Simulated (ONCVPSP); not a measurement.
Which setting gave this result? (He (Z = 2), ONCV)

Base potential:

ONCVPSP 4.0.1 input, shortened (lines: element, Z, core and valence counts, functional; n l f; lmax; l rc ep ncon nbas qcut; lloc lpopt rc5 dvloc0; l nproj debl; icmod fcfact rcfact), PBE, scalar-relativistic:

```
  He 2.00    0    1        4      upf
    1    0    1.00
    1
    0    0.45    0.00    3    7   17.10
    1    0.45    0.38    5    9   15.10
    4    5    0.30    0.00
    0    2    2.80
    1    1    0.60
    0    0.00    0.00
```

Cutoffs, loose and tight: the cutoffs (Ha) at which the residual kinetic energy of the hardest occupied pseudo-wave falls to 1 and 0.1 mHa per electron. They do not see the model core or the augmentation charge, which bear on the density cutoff. Test errors are all-electron minus pseudo excitation energies from the reference, over the configurations 1s2; 1s1.5; variants that change the core or the reference have their own tests.

Only the scale of all radii (base = 1) is moved:

```
scale of all radii (base = 1)  cutoff, loose  cutoff, tight  bound ghosts  largest test error (meV)
                         0.76         135 Ha         670 Ha          none                      +4.8
                         0.89         114 Ha         225 Ha          none                      +4.8
                         0.98         105 Ha         142 Ha          none                      +5.0
                         1.02         102 Ha         135 Ha          none                      +5.2
                         1.11          95 Ha         125 Ha          none                      +5.7
                         1.29          85 Ha         111 Ha          none                      +7.4
```

**Question.** One more run gave cutoff, loose: 87 Ha; cutoff, tight: 114 Ha; bound ghosts: none; largest test error (meV): +6.9. Which value of the scale of all radii (base = 1) was used?

**Answer.** 1.24. The loose cutoff moves one way along this sweep, from 135 Ha at 0.76 to 85 Ha at 1.29, which places the run between 1.11 and 1.29.
